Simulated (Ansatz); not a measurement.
B2ClF2HOSi, SMILES `FB(Cl)B1O[SiH]1F`. Charge 0, multiplicity 1. All single points use the PBE0-D4/def2-TZVP geometry. It is one conformer, not always the lowest.

```xyz
8

F    -0.709   -2.158    1.762
B    -0.975   -1.468    0.673
Cl   -2.203   -2.087   -0.412
B    -0.124   -0.086    0.236
O    -0.286    1.255    0.386
Si    1.115    1.087   -0.587
F     0.910    1.667   -2.053
H     2.272    1.791   -0.005
```

(1) What is the dipole moment at PBE/def2-TZVPP? (Best estimate.)

(2) And with r2SCAN, B3LYP, ωB97M-V? (An estimate is asked.)

(3) Give the Mulliken charges with PBE, ωB97M-V, B3LYP in def2-TZVPP. (Estimate.)

Results:

(1) Ansatz gave: 1.27 D, with components (1.23, 0.16, 0.27) D in this frame, pointing from negative to positive charge.

(2) The calculation gave: r2SCAN 1.35 D, B3LYP 1.42 D, ωB97M-V 1.43 D.

(3) Computed: 
| atom | PBE | ωB97M-V | B3LYP |
| --- | --- | --- | --- |
| F1 | -0.16 | -0.19 | -0.20 |
| B2 | 0.38 | 0.34 | 0.41 |
| Cl3 | -0.10 | -0.09 | -0.12 |
| B4 | -0.13 | -0.01 | -0.02 |
| O5 | -0.20 | -0.27 | -0.27 |
| Si6 | 0.51 | 0.52 | 0.55 |
| F7 | -0.25 | -0.29 | -0.30 |
| H8 | -0.05 | -0.01 | -0.05 |

B3LYP here is the variant with VWN-RPA as its local correlation; programs differ in this.
